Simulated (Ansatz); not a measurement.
AlSi3⁺ was relaxed with PBE0-D4 (def2-TZVP) in Ansatz in these states: charge +1 quintet, charge +1 singlet, charge +1 triplet. The geometries follow in no particular order.

A:

```xyz
4

Al    1.5773    1.0264   -0.1774
Si    0.7305   -1.2363   -0.0001
Si   -1.4743   -0.9594    0.1658
Si   -0.8336    1.1693    0.0117
```

B:

```xyz
4

Al   -0.382   -1.894    0.921
Si   -0.549   -0.309   -0.993
Si    0.363    1.796   -0.873
Si    0.569    0.407    0.945
```

C:

```xyz
4

Al    0.019   -1.487   -0.974
Si    1.026   -0.225    0.944
Si   -1.195    0.688    0.990
Si    0.150    1.023   -0.960
```

Task: Judge from the bond lengths which geometry belongs to which state (an estimate).

Result: A is the charge +1 singlet (Si2–Si3 2.228 Å, Si3–Si4 2.228 Å, Al1–Si4 2.423 Å); B is the charge +1 triplet (Si2–Si3 2.297 Å, Si3–Si4 2.297 Å, Al1–Si4 2.490 Å); C is the charge +1 quintet (Si2–Si3 2.403 Å, Si3–Si4 2.393 Å, Al1–Si4 2.513 Å).

At PBE0-D4/def2-TZVP a singlet lies 0.54 eV below the charge +1 triplet. At PBE0-D4/def2-TZVP a singlet lies 1.67 eV below the charge +1 quintet. These are the stationary points nearest to one start from a short search; other shapes may lie lower in each state.
